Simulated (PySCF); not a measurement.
# Levels of Sb⁴⁶⁺ from EOM-EA-GCCSD

Reference: closed-shell Sb⁴⁷⁺, [He] 2s2; one electron is added. Calculated with PySCF 2.14, two-component X2C-1e with screened spin-orbit coupling, an even-tempered Gaussian basis (17 s from 6.3 bohr⁻², ratio 2.6; 13 p from 8.2 bohr⁻², ratio 2.6; 7 d from 8.4 bohr⁻², ratio 2.8; 4 f from 160 bohr⁻², ratio 2.8); frozen nothing; the 36 highest virtual spinors dropped; of the others 50 kept and the rest restored at second order. No Breit or QED terms. Binding energies in eV.

| level | Koopmans |
| --- | --- |
| 2p1/2 | 8145.8 |
| 2p3/2 | 7861.6 |

(1) How does correlation move these levels?

For comparison, the ionisation energy of Sb⁴⁶⁺ is 8140 ± 4 eV (theoretical estimate listed by NIST; NIST Atomic Spectra Database, ionization energies).

Only part of the computed levels is shown.

## Answers

(1) 2p1/2: second order 8145.2, EOM-CCSD 8142.1; 2p3/2: second order 7862.2, EOM-CCSD 7861.8.
